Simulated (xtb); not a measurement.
xtb input:

```bash
xtb mol.xyz --gfn 2 --ohess tight --chrg -1 --uhf 0
```
mol.xyz:
```
5

F      0.87163621     0.56954675    -0.91438008
B      0.01267919     0.02055694     0.03436586
F     -0.86381515    -0.88336915    -0.65769990
F      0.72810683    -0.65557162     0.98814900
F     -0.73520363     1.02335506     0.58944781
```

**Question.** Predict the final energy.

**Answer.** -20.62702 Eh (GFN2-xTB).

It need not be the lowest isomer of its formula.
